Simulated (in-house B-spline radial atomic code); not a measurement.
The numbers below are computed, except where a source is named.
**Correlation energy from the adiabatic connection: −Z/r, Z = 1.14**

Two electrons in a singlet, external potential −Z/r, Z = 1.14 (atomic units). Full CI in B-splines (partial waves to l = 8, correlation up to 0.6 % small) with the density held fixed gives W(λ) = <V_ee>_λ − U, and E_c is the integral of W(λ) − W(0) from 0 to 1.

| λ | W(λ) − W(0) (hartree) |
| --- | --- |
| 0 | 0.00000 |
| 0.02 | -0.00217 |
| 0.05 | -0.00533 |
| 0.12 | -0.01235 |
| 0.25 | -0.02414 |
| 0.4 | -0.03602 |
| 0.6 | -0.04952 |
| 0.8 | -0.06088 |
| 1 | -0.07056 |

(1) Integrate the table by the trapezoid rule.

(2) Now use only three numbers: W(0) = -0.47795, the initial slope W'(0) = -0.1094 (extrapolated from the first points) and the strong-coupling limit of the point-charge-plus-continuum model, W∞ = -0.69057. What do second-order theory and the interpolation W(λ) = W∞ + (W(0) − W∞)/√(1 + 2χλ) of Seidl, Perdew and Levy give?

## Answers

(1) The strips give -0.00002, -0.00011, -0.00062, -0.00237, -0.00451, -0.00855, -0.01104, -0.01314, which sum to -0.04037 hartree. The direct value, W(1) − W(0) + T_c with T_c = 0.03005, is -0.04051; the curve is convex, so chords lie above it and the trapezoids fall short in size by 0.33 %.

(2) Second order keeps the slope alone: E_c = W'(0)/2 = -0.05470, +35 % in size against -0.04051. Matching the slope fixes χ = W'(0)/(W∞ − W(0)) = -0.1094/(-0.21262) = 0.51453. Integrating, with s = √(1 + 2χ) = 1.424453, E_c = −(W(0) − W∞)(s − 1)/(s + 1) = −0.21262 × 0.424453/2.424453 = -0.03722 hartree, -8.1 % in size against the full result. At λ = 1 the formula gives W − W(0) = -0.06336 against -0.07056. Part of the miss can come from the model's W∞.
